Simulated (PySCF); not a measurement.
## Spinor energies of C⁺ (carbon, charge +1)

Start: [He] 2s2 2p1; 2p3/2 filled at m_j = +3/2. Calculated with PySCF 2.14 in x2c-TZVPall-2c: generalised Hartree-Fock with the X2C-1e Hamiltonian and a Gaussian nucleus; one run each with spin-orbit coupling (SO) switched off, then screened by Boettger's factors. This is a chosen level, not necessarily the ground level.

| spinor shell | electrons | ε, spin-free (eV) | ε, screened SO (eV) | weight of nominal j (screened SO) | rms radius, screened SO (bohr) |
| --- | --- | --- | --- | --- | --- |
| 1s1/2 | 2 | -323.86 | -323.87 | 1.000 | 0.311 |
| 2s1/2 | 2 | -31.420 | -31.421 | 1.000 | 1.61 |
| 2p3/2 | 1 | -24.707 | -24.703 | 1.000 | 1.64 |

| quantity | spin-free | screened SO |
| --- | --- | --- |
| E (hartree) | -37.30762 | -37.30750 |
| M_J | 3/2 | 3/2 |
| ⟨J²⟩ | 3.757 | 3.757 |
| ⟨L²⟩ | 2.004 | 2.004 |
| ⟨S²⟩ | 0.752 | 0.752 |

Each row is a mean over spinors that exchange with the open shell spreads, by up to 3.694 eV (2s1/2).

Without spin-orbit coupling the j labels of p, d and f shells carry no meaning; the spin-free column gives the mean over the occupied spinors of each nl shell.
